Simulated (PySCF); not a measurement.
**Field gradients at the hydrogen positions**

Compound: CH4BCl2 (charge -1).
Z-matrix (Å and degrees, PBE0-D3(BJ)/def2-SVP geometry), rows numbered from 1:
```
C 
B   1  1.6090
Cl  2  1.9161  1  109.25
Cl  2  1.9179  1  109.22  3   118.77
H   1  1.1042  2  111.52  3   -59.19
H   1  1.1053  2  111.18  3    60.78
H   1  1.1052  2  111.20  3  -179.20
H   2  1.2278  1  114.50  3  -120.66
```

Level: PBE0/pcSseg-1 (PySCF, non-relativistic); Q(2H) = 0.00286 b; rigid geometry, the same for H and D, with no vibrational averaging.

Question: Tabulate Vzz, the asymmetry η and χzz = 234.96 MHz × Q × Vzz for every hydrogen position.

Answer: 
```
atom  bonded to  bond length (Å)  Vzz (au)     η  χzz (kHz)
  H5         C1            1.104    0.2984  0.03        201
  H6         C1            1.105    0.2983  0.03        200
  H7         C1            1.105    0.2985  0.03        201
  H8         B2            1.228    0.1920  0.03        129
```

Question: Average by the element that carries the hydrogen.

Answer: on C: 201 kHz over 3 positions, mean bond length 1.105 Å; on B: 129 kHz over 1 position, mean bond length 1.228 Å.

Isolated species at its PBE0-D3(BJ)/def2-SVP geometry, gas phase. The pcSseg-1 basis has no diffuse functions, a weakness for an anion. The basis is small and wasn't made for field gradients, so the couplings can be 20 % off.
